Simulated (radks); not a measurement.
Question: Coherent X-ray form factor from a spherical all-electron density. Method: scalar-relativistic Kohn-Sham, BLYP, spin-polarised, spherical densities, finite nucleus; Fermi nuclear charge, rms radius of each element as measured or else 0.836 A^(1/3) + 0.57 fm; computed with a radial shooting solver on a logarithmic mesh with Libxc functionals.

sin(theta)/lambda (1/angstrom)  f0 (electrons)
0.05                                    57.332
0.1                                     55.457
0.15                                    52.705
0.2                                     49.488
0.25                                    46.175
0.3                                     43.015
0.4                                     37.554
0.5                                     33.180
0.6                                     29.558
0.8                                     23.845
1                                       19.879
1.25                                    16.726
1.5                                     14.514
2                                       10.746

The species is in the configuration that NIST lists as its ground one. Which atom or ion scatters so?

Answer: The promethium ion Pm3+, [Xe] 4f4. Extrapolating in s^2 from the first two rows gives f0(0) = 58.0, near the electron count 58; among species with that count, the fall with angle is slower the higher Z, and the table is that of Z = 61; from so few rows the species is fixed only to a neighbour or two.
